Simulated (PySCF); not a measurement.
## Ionisation energy of Tc by level of theory

Tc [Kr] 4d5 5s2 (6S) → Tc+ [Kr] 4d5 5s1 (7S), as a difference of total energies. Computed with PySCF 2.14 in aug-cc-pwCVDZ-PP with ECP28MDF (6s6p5d3f, 70 functions), with scalar relativity through the core potential. Correlated levels: valence: 4s2 4p6 frozen; valence and next inner shell: nothing frozen outside the core potential. The calculations carry no spin-orbit coupling.

```json
{"method": "UHF", "ionisation energy (eV)": "5.536"}
{"method": "LDA", "ionisation energy (eV)": "7.327"}
{"method": "PBE", "ionisation energy (eV)": "6.901"}
{"method": "PBE0", "ionisation energy (eV)": "6.729"}
{"method": "r2SCAN", "ionisation energy (eV)": "6.570"}
{"method": "MN15", "ionisation energy (eV)": "7.157"}
{"method": "B3LYP", "ionisation energy (eV)": "7.255"}
{"method": "BLYP", "ionisation energy (eV)": "7.245"}
{"method": "CAM-B3LYP", "ionisation energy (eV)": "7.201"}
{"method": "MP2 (valence)", "ionisation energy (eV)": "6.668"}
{"method": "SCS-MP2 (valence)", "ionisation energy (eV)": "6.918"}
{"method": "MP2 (valence and next inner shell)", "ionisation energy (eV)": "6.832"}
{"method": "SCS-MP2 (valence and next inner shell)", "ionisation energy (eV)": "6.960"}
```

Task: How much does correlation contribute at MP2 (valence and next inner shell)?

Result: 6.832 − (5.536) = 1.296 eV, measured against UHF.

Errors of the correlated levels include the incompleteness of this basis and the frozen core.

MP2 underrates the near-degeneracy of ns² with np² in the lower species.

For comparison: 7.119 eV (measured; NIST Atomic Spectra Database, ionization energies).
